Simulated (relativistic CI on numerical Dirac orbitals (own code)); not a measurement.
**Co³⁺ in a cubic cluster: 2p photoemission with charge transfer**

Computed with a charge-transfer multiplet model of a cubic metal-ligand cluster with up to 2 ligand holes, Slater and spin-orbit integrals from Dirac-Coulomb-Breit ions, Slater integrals scaled by 0.8. The parameters are those of a tetrahedral site (10Dq negative, t2 hopping the larger). The ground state mixes d6 with configurations of k ligand holes L, whose averages lie at kΔ + k(k − 1)U_dd/2; a core hole lowers each added d electron by U_cd. 300 K, Lorentzian 0.6 eV and Gaussian 0.8 eV FWHM.

Atomic integrals in eV (Slater integrals scaled, ζ unscaled), ground: F2dd 10.085, F4dd 6.299, zeta_d 0.071; with the core hole: F2dd 11.456, F4dd 7.196, zeta_d 0.102, zeta_core 9.658, F2cd 6.863, G1cd 5.283, G3cd 3.006.

Cluster parameters (eV): Δ = 2, U_dd = 6.5, U_cd = 7.4, 10Dq = -0.5, 10Dq(ligand) = 0, final-state hopping factor = 0.9.

```csv
Case,n_d,d6,d7L,d8L2,S
"V(eg) = 0.4 eV, V(t2g) = -0.68 eV",6.08,0.92,0.08,0.00,2.00
"V(eg) = 1 eV, V(t2g) = -1.7 eV",6.31,0.71,0.27,0.02,2.00
```

Weights, n_d and S are thermal averages at 300 K. Binding energies count from the first peak over 30 % of the highest in each spectrum, which can be another peak from case to case. The parameters are a model scan and need not match a compound or its usual spin state. Peaks in eV (height, largest 100):
- V(eg) = 0.4 eV, V(t2g) = -0.68 eV: 0.0 (39), 3.9 (100), 9.1 (22), 15.0 (21), 19.1 (57), 20.0 (53), 23.6 (10)
- V(eg) = 1 eV, V(t2g) = -1.7 eV: 0.0 (100), 1.3 (89), 6.1 (57), 7.4 (62), 10.8 (24), 16.6 (60), 22.7 (33), 25.0 (21)

For the case V(eg) = 1 eV, V(t2g) = -1.7 eV, Δ = 2 eV is smaller than U_dd = 6.5 eV, the charge-transfer side of the Zaanen-Sawatzky-Allen scheme. With the core hole the average of the configuration with one ligand hole lies at Δ − U_cd = -5.4 eV before mixing: it lies below the unscreened one, so the lowest final states are mostly screened and the unscreened weight appears at higher binding energy as a satellite.
